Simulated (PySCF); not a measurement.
## Relaxation of triplet RhCl₃

Computed with UPBE0 in PySCF with Rh def2-SVP with ECP28, Cl def2-SVP; scalar-relativistic core potentials, no spin–orbit coupling; density-fitted integrals. A (50,194) grid was used.

A start at or just off a symmetric point, pushed along the force that breaks its symmetry, of C2v symmetry, free to break it:

```xyz
4
charge 0 multiplicity 3, angstrom
Rh   -0.0158    0.0000    0.0000
Cl    2.2186    0.0001   -0.0001
Cl   -1.0861    1.9604    0.0000
Cl   -1.0859   -1.9606    0.0000
```

At each step, columns x, y, z (Å) and Fx, Fy, Fz (eV/Å):

```
step 0  E − E(last) = 21.42 kJ/mol
Rh  -0.016   0.000   0.000  -0.239   0.000   0.001
Cl   2.219   0.000   0.000  -0.324   0.000  -0.001
Cl  -1.086   1.960   0.000   0.281   0.294   0.000
Cl  -1.086  -1.961   0.000   0.281  -0.295   0.000
step 1  E − E(last) = 14.59 kJ/mol
Rh  -0.053   0.000   0.002  -0.377   0.000  -0.003
Cl   2.171   0.000  -0.001  -0.208   0.000   0.000
Cl  -1.044   2.008  -0.001   0.293   0.146   0.001
Cl  -1.044  -2.009  -0.001   0.293  -0.146   0.001
step 2  E − E(last) = 2.48 kJ/mol
Rh  -0.178   0.000  -0.009  -0.496  -0.001   0.018
Cl   2.023   0.000   0.003   0.027   0.000  -0.003
Cl  -0.907   2.144   0.003   0.235  -0.329  -0.008
Cl  -0.907  -2.144   0.003   0.235   0.330  -0.008
step 3  E − E(last) = 0.96 kJ/mol
Rh  -0.221   0.000   0.038  -0.325   0.000  -0.073
Cl   1.978   0.000  -0.009   0.064   0.000   0.012
Cl  -0.863   2.166  -0.015   0.130  -0.283   0.031
Cl  -0.863  -2.166  -0.015   0.130   0.283   0.031
step 4  E − E(last) = 0.26 kJ/mol
Rh  -0.238   0.000  -0.006  -0.207   0.000   0.010
Cl   1.960   0.000   0.001   0.079   0.000  -0.002
Cl  -0.846   2.169   0.002   0.064  -0.180  -0.004
Cl  -0.845  -2.169   0.002   0.064   0.180  -0.004
step 5  E − E(last) = 0.06 kJ/mol
Rh  -0.244   0.000   0.007   0.019   0.000  -0.011
Cl   1.960   0.000  -0.002   0.015   0.000   0.003
Cl  -0.843   2.153  -0.003  -0.017   0.084   0.004
Cl  -0.842  -2.154  -0.003  -0.017  -0.084   0.004
step 6  E − E(last) = 0.00 kJ/mol
Rh  -0.247   0.000   0.001  -0.008   0.000  -0.001
Cl   1.957   0.000  -0.001   0.007   0.000   0.001
Cl  -0.840   2.161   0.000   0.001  -0.001   0.000
Cl  -0.839  -2.161   0.000   0.001   0.001   0.000
step 7  E − E(last) = 0.00 kJ/mol
Rh  -0.247   0.000   0.000  -0.001   0.000   0.000
Cl   1.957   0.000  -0.001   0.001   0.000   0.000
Cl  -0.840   2.161   0.000   0.000   0.000  -0.001
Cl  -0.839  -2.161   0.000   0.000   0.000   0.000
```

It ends at C2v with Rh–Cl 2.205 Å, Rh–Cl 2.240 Å (×2); Cl–Rh–Cl 105.3° (×2), Cl–Rh–Cl 149.4°. A frequency run shows a minimum. Other isomers or separated fragments may lie lower.

With open d or f shells other occupations or spin states may lie lower.

The relaxation took about 100 core-seconds on a shared host.
